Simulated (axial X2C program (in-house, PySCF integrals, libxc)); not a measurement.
## Which molecule gave these maps?

PBE0 fields computed with an in-house relativistic program for diatomic molecules, 2c, near the equilibrium distance, one atom at z = 0.

The maps cover the half plane through the axis: z from -2.4 to 4.2 Å along the bond, ρ from 0.15 to 2.25 Å away from it.

log10 of the density in e/bohr³:

```
 ρ\z  -2.4  -1.8  -1.2  -0.6   0.0   0.6   1.2   1.8   2.4   3.0   3.6   4.2
0.15  -3.4  -2.4  -1.4  -0.5   1.4  -0.5  -0.8   0.5  -0.1  -1.2  -2.0  -3.0
0.45  -3.5  -2.5  -1.6  -0.8   0.1  -0.8  -1.0  -0.6  -0.8  -1.3  -2.1  -3.1
0.75  -3.6  -2.6  -1.8  -1.1  -0.8  -1.0  -1.2  -1.1  -1.1  -1.5  -2.3  -3.2
1.05  -3.7  -2.8  -2.0  -1.4  -1.2  -1.4  -1.5  -1.4  -1.4  -1.8  -2.5  -3.3
1.35  -3.9  -3.1  -2.4  -1.8  -1.6  -1.7  -1.8  -1.8  -1.8  -2.2  -2.8  -3.6
1.65  -4.1  -3.4  -2.7  -2.2  -2.1  -2.1  -2.2  -2.2  -2.2  -2.5  -3.1  -3.8
1.95  -4.4  -3.7  -3.1  -2.7  -2.5  -2.6  -2.6  -2.6  -2.6  -2.9  -3.4  -4.1
2.25  -4.6  -4.0  -3.5  -3.1  -3.0  -3.0  -3.1  -3.0  -3.1  -3.3  -3.8  -4.4
```

Electron localisation function (collinear form, no current term, damped to 0 at low density):

```
 ρ\z  -2.4  -1.8  -1.2  -0.6   0.0   0.6   1.2   1.8   2.4   3.0   3.6   4.2
0.15  0.03  0.37  0.79  0.20  0.24  0.16  0.76  0.85  0.48  0.91  0.77  0.19
0.45  0.02  0.34  0.78  0.36  0.49  0.28  0.76  0.09  0.10  0.92  0.74  0.16
0.75  0.01  0.28  0.74  0.76  0.32  0.62  0.70  0.53  0.82  0.91  0.67  0.12
1.05  0.01  0.20  0.66  0.84  0.77  0.69  0.59  0.74  0.90  0.86  0.56  0.07
1.35  0.00  0.12  0.52  0.76  0.76  0.58  0.43  0.65  0.82  0.75  0.39  0.03
1.65  0.00  0.05  0.33  0.60  0.62  0.41  0.27  0.47  0.65  0.56  0.19  0.01
1.95  0.00  0.01  0.15  0.37  0.41  0.23  0.13  0.27  0.41  0.30  0.06  0.00
2.25  0.00  0.00  0.04  0.15  0.19  0.09  0.05  0.11  0.17  0.09  0.01  0.00
```

Axial spin density in 10⁻³ e/bohr³:

```
 ρ\z  -2.4  -1.8  -1.2  -0.6   0.0  0.6   1.2    1.8    2.4   3.0   3.6  4.2
0.15   0.0   0.1   0.5   0.8  -9.4  0.5   0.3   -2.1    0.7   3.1   0.6  0.1
0.45   0.0   0.0  -0.1  -2.8  -1.1  0.8  -0.9  -10.0  -11.7  -0.5   0.2  0.0
0.75   0.0  -0.1  -0.6  -4.5  -6.7  0.9  -1.5  -18.1  -17.9  -2.9  -0.2  0.0
1.05   0.0  -0.1  -0.7  -3.1  -3.9  0.7  -1.1  -11.0  -11.4  -2.8  -0.3  0.0
1.35   0.0  -0.1  -0.5  -1.6  -1.5  0.4  -0.5   -4.8   -5.3  -1.8  -0.3  0.0
1.65   0.0  -0.1  -0.3  -0.7  -0.5  0.2  -0.2   -1.9   -2.2  -0.9  -0.2  0.0
1.95   0.0   0.0  -0.1  -0.3  -0.2  0.1  -0.1   -0.7   -0.9  -0.4  -0.1  0.0
2.25   0.0   0.0  -0.1  -0.1  -0.1  0.0   0.0   -0.2   -0.3  -0.2  -0.1  0.0
```

Problem. Which molecule is it?
A. PSe
B. BiBr
C. AtBr⁻
D. NiB

Solution. A. PSe, with Se at z = 0 and P at z = 2.037 Å, state Ω = 1/2 (⟨Sz⟩ = -0.50, ⟨Lz⟩ = 1.00 at PBE0), basis Se dyall-v3z [8s9p6d1f], P dyall-v3z [8s7p2d1f] (cores contracted in-house). Occupations by symmetry block were frozen at the best pattern of an incomplete PBE0 search. Density functionals use the spin component along the axis (collinear). The functionals have no current-density term, which raises determinants with orbital currents, atoms included. The determinant is spin-polarised beyond a pure state at some levels (its spin-free form has ⟨S²⟩ too high), which makes Re and μ there less reliable.
